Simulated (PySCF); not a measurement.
A side-by-side comparison of computed properties.

First species: C₃H₇NSSi₂.
Atom-mapped SMILES: `[CH2:1]=[CH:2][Si@H:3]([C:4]#[N:5])[S:6][SiH3:7]` (hydrogens: H8, H9 on C1; H10 on C2; H11 on Si3; H12, H13, H14 on Si7)

Geometry (GFN2-xTB, Å), atoms numbered from 1 in this order:
```xyz
14
C3H7NSSi2 angstrom
C     -2.9396    0.4419   -0.2545
C     -1.8257    0.5278   -0.9666
Si    -0.2370   -0.3744   -0.5476
C     -0.3445   -0.9474    1.2288
N     -0.3991   -1.2818    2.3228
S      1.3761    1.0419   -0.7360
Si     3.0079    0.1625    0.3585
H     -3.0016   -0.1686    0.6323
H     -3.8369    0.9787   -0.5205
H     -1.8096    1.1598   -1.8457
H      0.0524   -1.5655   -1.3448
H      2.5743   -0.0273    1.7336
H      3.3319   -1.1073   -0.2810
H      4.0508    1.1591    0.1985
```

Second species: C3H11PSi2.
SMILES with atom numbers: `[CH3:1][C@@H:2]1[SiH2:3][CH2:4][Si@@H:5]1[PH2:6]` (hydrogens: H7, H8, H9 on C1; H10 on C2; H11, H12 on Si3; H13, H14 on C4; H15 on Si5; H16, H17 on P6)

Structure used (GFN2-xTB), in Å, numbered top down from 1:
```xyz
17
C3H11PSi2 angstrom
C     -0.5412   -1.9372   -0.5208
C     -0.8250   -0.7170    0.3422
Si    -1.4794    0.8625   -0.5425
C     -0.0943    1.8465    0.3520
Si     0.7101    0.2315    1.0264
P      2.5809   -0.4800    0.0081
H     -1.4533   -2.3109   -0.9846
H      0.1648   -1.6899   -1.3134
H     -0.1056   -2.7405    0.0725
H     -1.4880   -1.0195    1.1547
H     -2.8462    1.2624   -0.2061
H     -1.3080    0.8247   -1.9960
H      0.5341    2.4596   -0.2882
H     -0.4678    2.4974    1.1373
H      0.9446    0.1875    2.4782
H      3.3498    0.5763    0.4608
H      2.3175    0.1587   -1.1905
```

Levels: CAM-B3LYP/def2-SVPD for dipole moment, HOMO energy, LUMO energy, HOMO–LUMO gap, static isotropic polarisability and electronic spatial extent ⟨r²⟩ about the centre of nuclear charge; TDDFT CAM-B3LYP/def2-SVPD for lowest singlet excitation; TDA CAM-B3LYP/def2-SVPD for lowest triplet excitation (Tamm–Dancoff); GFN2-xTB for rotational constant A and rotational constant C. Geometries: GFN2-xTB. Each structure is a single optimised conformer of the isolated species, non-relativistic unless stated; the electronic structure was computed with PySCF and density fitting.

Dipoles, sizes and rotational constants follow the conformer. The torsions of the flexible species, by atom-mapped SMILES:
- `[CH2:1]=[CH:2][Si@H:3]([C:4]#[N:5])[S:6][SiH3:7]`: C1–C2–Si3–C4 -17°, C2–Si3–S6–Si7 162°
- `[CH3:1][C@@H:2]1[SiH2:3][CH2:4][Si@@H:5]1[PH2:6]`: H–P6–Si5–C4 68°, H–P6–Si5–C4 -24°

```json
{"property": "dipole moment", "column X": "0.85 D", "column Y": "2.52 D"}
{"property": "HOMO energy", "column X": "-8.42 eV", "column Y": "-8.95 eV"}
{"property": "LUMO energy", "column X": "0.76 eV", "column Y": "-0.15 eV"}
{"property": "HOMO–LUMO gap", "column X": "9.18 eV", "column Y": "8.80 eV"}
{"property": "lowest singlet excitation", "column X": "6.21 eV", "column Y": "5.72 eV"}
{"property": "lowest triplet excitation (Tamm–Dancoff)", "column X": "5.63 eV", "column Y": "4.30 eV"}
{"property": "static isotropic polarisability", "column X": "112.8 au", "column Y": "111.0 au"}
{"property": "electronic spatial extent ⟨r²⟩ about the centre of nuclear charge", "column X": "1218 bohr²", "column Y": "1592 bohr²"}
{"property": "rotational constant A", "column X": "2.618 GHz", "column Y": "2.239 GHz"}
{"property": "rotational constant C", "column X": "1.057 GHz", "column Y": "0.715 GHz"}
```

(1) Which column belongs to which species?

(2) How does each property change from the first species to the second?

Results:

(1) Column X is the second species and column Y the first. The first has 14 atoms and 76 electrons, the second 17 and 72.

(2) dipole moment -1.67 D; HOMO energy +0.53 eV; LUMO energy +0.91 eV; HOMO–LUMO gap +0.38 eV; lowest singlet excitation +0.49 eV; lowest triplet excitation (Tamm–Dancoff) +1.33 eV; static isotropic polarisability +1.8 au; electronic spatial extent ⟨r²⟩ about the centre of nuclear charge -374 bohr²; rotational constant A +0.379 GHz; rotational constant C +0.342 GHz.

On the first: S1 lies 3.08 eV below the HOMO–LUMO gap; its leading configuration is HOMO→LUMO, weight 0.82. In wavenumbers S1 is 46100 cm⁻¹ (1 eV = 8065.54 cm⁻¹).

On the second: The principal polarisabilities are 98.2, 107.6 and 132.6 au; their mean is the isotropic value. In atomic units the dipole is 0.33 e·bohr (1 au = 2.5417 D).
